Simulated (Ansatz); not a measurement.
Compare A (`[CH3][GeH]([CH3])[Br]`) with its isomer B (`C[CH]([GeH3])Br`).

Program: Ansatz. Geometries: PBE0-D4/def2-TZVP. ΔE: electronic, gas phase. CBS: MP2 limit from def2 TZ/QZ plus the TZ coupled-cluster correction, frozen cores. DFT in def2-TZVPP. B3LYP here is the variant with VWN-RPA as its local correlation; programs differ in this. For Br, Ge outer-core shells are correlated without core-valence functions, which leaves a few kJ/mol of doubt a bond. Scalar relativity is left out up to krypton.

A:

```xyz
11

C    -1.409    0.892    0.085
Ge    0.014   -0.325    0.606
C     1.500   -0.347   -0.646
Br   -0.898   -2.469    0.612
H    -1.764    0.639   -0.915
H    -1.036    1.918    0.081
H    -2.241    0.820    0.784
H     0.482   -0.077    2.051
H     1.139   -0.597   -1.644
H     1.975    0.636   -0.675
H     2.238   -1.089   -0.340
```

B:

```xyz
11

C     0.117   -1.420    0.261
C     0.127   -0.205   -0.637
Ge   -0.044    1.505    0.327
Br   -1.342   -0.307   -1.932
H     0.967   -1.373    0.949
H    -0.798   -1.469    0.855
H     0.197   -2.343   -0.316
H     1.023   -0.182   -1.257
H     1.128    1.626    1.322
H    -1.373    1.498    1.096
H    -0.002    2.671   -0.668
```

(1) Which is lower in electronic energy at CCSD(T)/CBS, and by how much? (Estimate.)

(2) Give E(B) − E(A) in kJ/mol with r2SCAN-D4, MP2/def2-TZVPP, CCSD/def2-TZVPP, PBE-D4, ωB97M-V, B2PLYP, B3LYP. (Best estimate.)

Largest T1 diagnostic: 0.010.

Results:

(1) The calculation gave: A, by 185.2 kJ/mol.

(2) The calculation gave: r2SCAN-D4 191.3, MP2/def2-TZVPP 192.1, CCSD/def2-TZVPP 189.5, PBE-D4 182.1, ωB97M-V 189.8, B2PLYP 190.9, B3LYP 190.5. None reverses the order clearly.

In def2-TZVPP, CCSD(T) changes the Hartree–Fock value by −16.6 kJ/mol (the triples alone add −3.0 kJ/mol) and MP2 by −11.0 kJ/mol. From PBE to PBE0 (25 % exact exchange), in def2-TZVPP and without D4, E(B) − E(A) moves by +6.8 kJ/mol.
